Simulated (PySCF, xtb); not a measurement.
C4H7FO, SMILES C[C@@]1(O)C[C@H]1F.

xtb 6.7.1 with GFN2-xTB at its own geometry gives an orbital gap of 9.21 eV and a dipole moment of 2.97 D.

Coordinates come from a B3LYP-D3(BJ)/def2-SVP optimisation. The structure was generated by enumeration; whether it is a known compound was not checked. One conformer was computed; it need not be the lowest.

What does HF/def2-TZVP (PySCF) give? (An estimate is asked for; the answer gives what the named calculation found.)

gap 14.57 eV (levels -11.00 and 3.57 eV), dipole 2.47 D.
